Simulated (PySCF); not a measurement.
Stepwise substitution at one centre (B NH2-SH). All species are isolated molecules in the gas phase. One relaxed conformer stands for each flexible species; it need not be the lowest. Strings in code marks are SMILES.

The numbers are results of PBE-D3(BJ)/def2-TZVP // PBE0-D4/def2-TZVP (PySCF), not measurements. All candidates: neutral, multiplicity 1. Excitations are Tamm–Dancoff values on a coarser integration grid. The basis has no diffuse functions, so Rydberg states are missing or too high.

T1 excitation (TDA): 4.97 eV
LUMO: -0.39 eV
HOMO: -5.55 eV

**Question.** Name which member has these values.
A. `SB(S)S`
B. `NB(S)S` (S–B–S–H torsion -180°, S–B–S–H torsion 0°)
C. `NB(N)S` (N–B–S–H torsion 180°)

**Answer.** C, `NB(N)S` (N–B–S–H torsion 180°). The others give `SB(S)S`: 4.48 eV, -1.59 eV, -6.36 eV; `NB(S)S` (S–B–S–H torsion -180°, S–B–S–H torsion 0°): 4.93 eV, -0.85 eV, -5.96 eV
